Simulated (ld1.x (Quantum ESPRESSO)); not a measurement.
Reading a pseudo-wave (Sn)

Columns: radius, all-electron u(r) and pseudo u(r) of the 5p shell (level -17.79 eV) of tin in the configuration [Kr] 4d10 5s2 5p0; PBEsol, scalar-relativistic, TM scheme, ld1.x (Quantum ESPRESSO) 7.5.

| r (bohr) | all-electron | pseudo |
| --- | --- | --- |
| 0.120 | 0.0256 | -0.0027 |
| 0.240 | -0.2044 | -0.0107 |
| 0.360 | -0.0670 | -0.0243 |
| 0.480 | 0.1605 | -0.0437 |
| 0.600 | 0.2991 | -0.0693 |
| 0.720 | 0.3200 | -0.1016 |
| 0.840 | 0.2531 | -0.1410 |
| 0.960 | 0.1365 | -0.1876 |
| 1.080 | 0.0001 | -0.2412 |
| 1.200 | -0.1370 | -0.3010 |
| 1.320 | -0.2639 | -0.3652 |
| 1.440 | -0.3752 | -0.4313 |
| 1.560 | -0.4687 | -0.4959 |
| 1.680 | -0.5443 | -0.5553 |
| 1.800 | -0.6030 | -0.6064 |
| 1.920 | -0.6460 | -0.6467 |
| 2.040 | -0.6751 | -0.6751 |
| 2.160 | -0.6918 | -0.6918 |
| 2.280 | -0.6982 | -0.6982 |
| 2.400 | -0.6956 | -0.6956 |
| 2.520 | -0.6855 | -0.6855 |
| 2.640 | -0.6694 | -0.6694 |
| 2.760 | -0.6486 | -0.6486 |
| 2.880 | -0.6242 | -0.6242 |
| 3.000 | -0.5971 | -0.5971 |
| 3.120 | -0.5682 | -0.5682 |

How many radial nodes do the two functions have?

The all-electron 5p function has n − l − 1 = 3; the pseudo-wave has 0, since the states of the same l below it are removed with the core.

At about which radius was the pseudo-wave matched?

2.40 bohr. The columns agree to 0.0005 from 2.04 bohr on; several derivatives are matched, so the curves merge somewhat inside the radius.

Is the pseudo-wave norm-conserving?

Yes: the TM scheme keeps the norm inside the radius equal to the all-electron one, which fixes the energy derivative of the logarithmic derivative at the level.
